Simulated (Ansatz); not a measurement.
The In1–I4 bond of H2IIn (SMILES [InH2][I]) is stretched (multiplicity 1, the rest rigid).
Geometry at rest (charge 0, multiplicity 1):
```xyz
4

In    -0.72639    -1.13552     0.19956
H     -0.06962    -2.17410     1.39445
H     -2.11915    -1.24747    -0.79314
I      0.71286     1.11438    -0.19584
```

Frozen-core correlation. Filled d and f shells under p-block atoms count as core.

The values were computed with Ansatz (Gaussian orbitals). Values without a source in brackets are computed. In def2 rows elements past Kr take small-core potentials, without spin–orbit coupling.

Energies above the point at 2.700 Å (the B3LYP-D3(BJ) bond length), FIC-MRCISD+Q on CASSCF(6,4)/def2-TZVPP (kcal/mol): 11.50 at 2.430 Å; 5.09 at 2.970 Å; 77.25 at 8.640 Å.

Q: Take the last value as the depth D of a Morse curve D(1 − e^(−a(R − R₀)))², fit a and R₀ to the two near points, and test it at 3.645 and 4.725 Å.

A: 
With D = 77.3, both near points (counted from the curve's value at 2.700 Å) are met by a = 1.16 Å⁻¹ and R₀ = 2.712 Å, so k = 2Da² = 206 kcal/(mol Å²). The curve then gives 33.6 and 62.9 kcal/mol; the level itself gives 34.0 and 68.0, so Morse is off by -0.4 and -5.1.

Doubts at one or more of the structures used: active orbitals that take no part (FIC-MRCISD+Q on CASSCF(6,4)/def2-TZVPP).

Ansatz is a program for electronic structure.
